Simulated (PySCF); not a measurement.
Job for PySCF: R-HF/STO-3G on H3NSSi (SMILES N[Si]S), a point of a torsion scan.

```python
from pyscf import gto, scf, dft, mp
from pyscf.data.elements import chemcore

mol = gto.M(
    atom='''
    N    -1.19877080    0.13539580    0.16339143
    Si   -0.04898943   -1.08462077   -0.17313942
    S     1.73162498    0.21075104   -0.09483899
    H    -0.99626169    0.95100547    0.72451159
    H    -2.18583253   -0.06261250    0.15565477
    H     2.57825624   -0.76772178   -0.38028464
    ''',
    basis='sto-3g',
    charge=0, spin=0, verbose=3, max_memory=1800)
mf = scf.RHF(mol)
mf.conv_tol = 1e-8
mf.max_cycle = 100
mf.kernel()
if not mf.converged:
    mf = mf.newton().run(mf.mo_coeff, mf.mo_occ)
```

It printed:

```
converged SCF energy = -734.261719980488
```

The run converged.

Cost: about 0.3 core-seconds (a rough figure).
